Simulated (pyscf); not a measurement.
Structures and frequencies: ωB97X-D3(BJ)/def2-SVP in PySCF.

Task: How much does it cost (ΔH, 298 K, ωB97M-D3(BJ)/def2-TZVP) to split H₂B–Si(SiH₃)(SiH₃)–SiH₃ at its B–Si bond into BH₂• + H₃Si–Si•(SiH₃)–SiH₃?

Result: B–Si to BH₂• + H₃Si–Si•(SiH₃)–SiH₃: 346.9 kJ/mol. The 7 functionals that were run give +320.5 (r²SCAN) to +348.9 kJ/mol (ωB97X-D3(BJ)). The radicals are drawn with the spin at the cut bond; how far it spreads was not checked. Other isomers of H₃Si–Si•(SiH₃)–SiH₃ were not searched in full and may lie lower.
